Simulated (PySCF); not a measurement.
Computed shifts of a molecule C₂H₈GeOSi, PBE/pcSseg-1 (PySCF), GIAO, gas phase, equivalent atoms averaged, in ppm (number of nuclei): ¹³C: 75.1 (1), 7.1 (1). ²⁹Si: 50.0 (1). ¹H: 6.63 (1), 5.36 (2), 5.32 (1), 5.20 (1), 0.98 (3). References: ¹³C against TMS (σ = 182.0 ppm); ²⁹Si against TMS (σ = 335.4 ppm); ¹⁷O against H2O (σ = 334.3 ppm); ⁷³Ge against GeH4 (σ = 1614.4 ppm); ¹H against TMS (σ = 31.49 ppm), references at their B3LYP-D3(BJ)/def2-TZVP geometries, non-relativistic. Geometry optimised at r2SCAN-D4/def2-SVP. One conformer was computed; it need not be the lowest.

Task: Identify the compound among the candidates.
A. C[Si@H]1O[CH2][GeH2]1
B. [CH2]1O[SiH2][CH2][GeH2]1
C. [GeH3][C@@H]1OC[SiH2]1
D. O[SiH2]/C=[CH]/[GeH3]

Result: A, C[Si@H]1O[CH2][GeH2]1
